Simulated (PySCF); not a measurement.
Isomers of C4H9FO3, one GFN2-xTB conformer each. Single-point energies are computed at PBE0/pcSseg-1 (PySCF, gas phase, no added dispersion term), electronic only.

| SMILES | GFN2-xTB relative energy (kJ/mol) |
| --- | --- |
| COCO[C@H](F)OC | 60.8 |
| COC(F)(OC)OC | 0.0 |

Conformers: `[CH3:1][O:2][CH2:3][O:4][C@H:5]([F:6])[O:7][CH3:8]` with C1–O2–C3–O4 68°, O2–C3–O4–C5 67°, C3–O4–C5–F6 -162°, O4–C5–O7–C8 -174°; `[CH3:1][O:2][C:3]([F:4])([O:5][CH3:6])[O:7][CH3:8]` with C1–O2–C3–F4 -68°, O2–C3–O5–C6 175°, O2–C3–O7–C8 49°.

Q: What does PBE0/pcSseg-1 give for the same structures?

A: 
| SMILES | PBE0/pcSseg-1 E (Eh) | PBE0/pcSseg-1 (kJ/mol) | GFN2-xTB (kJ/mol) | point group |
| --- | --- | --- | --- | --- |
| COC(F)(OC)OC | -482.77610 | 0.0 | 0.0 | C3 |
| COCO[C@H](F)OC | -482.76304 | 34.3 | 60.8 | C1 |

Both levels put the same isomer lowest. 

Q: Which frontier levels, dipoles and rotational constants go with these structures?

A: 
| SMILES | HOMO (eV, PBE0/pcSseg-1) | LUMO (eV) | dipole (D) | A, B, C (MHz) |
| --- | --- | --- | --- | --- |
| COC(F)(OC)OC | -8.32 | 1.91 | 0.19 | 2236, 2233, 1449 |
| COCO[C@H](F)OC | -8.17 | 1.57 | 1.90 | 3912, 1126, 1019 |
